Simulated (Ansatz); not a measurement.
Molecule: silicon dioxide molecule, SiO₂, charge 0, multiplicity 1. 
Coordinates optimised at B3LYP-D3(BJ)/def2-TZVP (Ansatz, an electronic-structure program):
```xyz
3

O      0.0000     0.0000    -1.5101
Si     0.0000     0.0000     0.0000
O      0.0000     0.0000     1.5101
```
Charge 0, spin multiplicity 1.

Basis-set convergence of Hartree-Fock and CCSD(T) correlation energies (hartree) with Ansatz. Valence correlation only, unless marked. No spin-orbit coupling. Non-relativistic.

```json
[
 {"basis": "aug-cc-pV(D+d)Z", "functions": "78", "E(HF)": "-438.67019", "E(corr, CCSD(T))": "-0.51404"},
 {"basis": "aug-cc-pV(T+d)Z", "functions": "147", "E(HF)": "-438.72941", "E(corr, CCSD(T))": "-0.61765"},
 {"basis": "aug-cc-pV(Q+d)Z", "functions": "249", "E(HF)": "-438.74189", "E(corr, CCSD(T))": "-0.65330"}
]
```

Extrapolating the two largest sets (X = 3 and 4) as X^-3: E(corr) = (64·(-0.65330) - 27·(-0.61765))/37 = -0.6793 Eh, an estimate of the basis-set limit. The largest set recovers 96.2 % of it, the smallest 75.7 %.
